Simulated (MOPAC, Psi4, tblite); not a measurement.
Interaction energy of HCl ··· CH3Cl (SMILES Cl and CCl). Monomers: optimised at B3LYP-D3(BJ) (def2-TZVP), held rigid. Orientation: lowest of the rigid-body minima from ten starts at GFN2-xTB. R is the distance of the centres of mass, along which the second monomer moves. The table gives interaction energies.

```tsv
R / Å	A	B	C
2.85	6.78	10.99	13.10
3.04	-0.12	2.10	2.88
3.23	-2.99	-1.87	-0.56
3.43	-3.66	-3.38	-1.36
3.62	-3.40	-3.60	-1.45
3.86	-2.77	-3.22	-1.33
4.14	-2.09	-2.53	-1.01
4.41	-1.60	-1.92	-0.71
4.93	-0.98	-1.11	-0.42
5.66	-0.52	-0.55	-0.25
6.67	-0.24	-0.25	-0.14
7.94	-0.11	-0.11	-0.07
```

Energies in kcal/mol.

### Question
Match the curves with the methods AM1, restricted, heats of formation run with MOPAC; tblite with GFN2-xTB; DF-MP2/aug-cc-pVTZ, frozen core, counterpoise-corrected run with Psi4.

### Answer
A is GFN2-xTB; B is MP2/aug-cc-pVTZ; C is AM1.
